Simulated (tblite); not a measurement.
Compound: C₅H₁₂BNSi.
Bonds: C1–C2 (triple), C2–B3, B3–N4, N4–Si5, N4–C6, C6–C7, C6–C8. Hydrogens: H9 on C1; H10 on B3; H11, H12, H13 on Si5; H14 on C6; H15, H16, H17 on C7; H18, H19, H20 on C8.

Computed with GFN2-xTB (tblite), gas phase: L-BFGS steps from a force-field or distance-geometry start until the largest atomic force falls under 0.01 eV/Å.

At the end of the run (lengths in Å): B3–N4 1.404, N4–C6 1.465, C7–H16 1.088, C7–H17 1.088, C2–B3 1.519, C6–C7 1.527, N4–Si5 1.747, C1–C2–B3 175.3°, B3–N4–Si5 123.7°, Si5–N4–C6 113.8°, B3–N4–C6 122.6°, C2–B3–N4–Si5 180°, B3–N4–C6–C7 -62°, H10–B3–N4–Si5 0°, H11–Si5–N4–B3 120°.

Question: These geometries were met on the way; a selection of coordinates is given. Order them by energy above the end point, lowest first.
A. B3–N4 1.409, N4–C6 1.462, C7–H16 1.086, C7–H17 1.086, C2–B3 1.522, C6–C7 1.532, N4–Si5 1.753, C1–C2–B3 166.4°, B3–N4–Si5 121.6°, Si5–N4–C6 116.3°, B3–N4–C6 121.9°, C2–B3–N4–Si5 -156°, B3–N4–C6–C7 -59°, H10–B3–N4–Si5 17°, H11–Si5–N4–B3 81°
B. B3–N4 1.442, N4–C6 1.453, C7–H16 1.086, C7–H17 1.082, C2–B3 1.505, C6–C7 1.533, N4–Si5 1.720, C1–C2–B3 165.2°, B3–N4–Si5 114.4°, Si5–N4–C6 122.9°, B3–N4–C6 118.8°, C2–B3–N4–Si5 -90°, B3–N4–C6–C7 -71°, H10–B3–N4–Si5 80°, H11–Si5–N4–B3 66°
C. B3–N4 1.495, N4–C6 1.419, C7–H16 1.125, C7–H17 1.122, C2–B3 1.547, C6–C7 1.499, N4–Si5 1.749, C1–C2–B3 179.3°, B3–N4–Si5 116.0°, Si5–N4–C6 116.4°, B3–N4–C6 115.7°, C2–B3–N4–Si5 -65°, B3–N4–C6–C7 -61°, H10–B3–N4–Si5 112°, H11–Si5–N4–B3 48°
D. B3–N4 1.420, N4–C6 1.472, C7–H16 1.084, C7–H17 1.085, C2–B3 1.523, C6–C7 1.526, N4–Si5 1.746, C1–C2–B3 167.6°, B3–N4–Si5 114.7°, Si5–N4–C6 117.0°, B3–N4–C6 125.1°, C2–B3–N4–Si5 -136°, B3–N4–C6–C7 -55°, H10–B3–N4–Si5 36°, H11–Si5–N4–B3 73°
E. B3–N4 1.416, N4–C6 1.460, C7–H16 1.084, C7–H17 1.081, C2–B3 1.503, C6–C7 1.530, N4–Si5 1.738, C1–C2–B3 155.8°, B3–N4–Si5 111.3°, Si5–N4–C6 118.9°, B3–N4–C6 126.1°, C2–B3–N4–Si5 -121°, B3–N4–C6–C7 -58°, H10–B3–N4–Si5 44°, H11–Si5–N4–B3 68°

Answer: A (0.183 eV), D (0.298 eV), E (0.480 eV), B (0.779 eV), C (1.274 eV).

```
step  E above end (eV)  rms distance from the end, all atoms (Å)  largest force (eV/Å)  rms shift of all bonds from the end (Å)
  69             0.183                                     0.525                 0.249                                    0.003
  59             0.298                                     0.670                 0.310                                    0.007
  45             0.480                                     0.844                 0.356                                    0.008
  26             0.779                                     1.093                 0.365                                    0.013
   0             1.274                                     1.201                 2.441                                    0.031
```

Rows stand in the order of the answer.
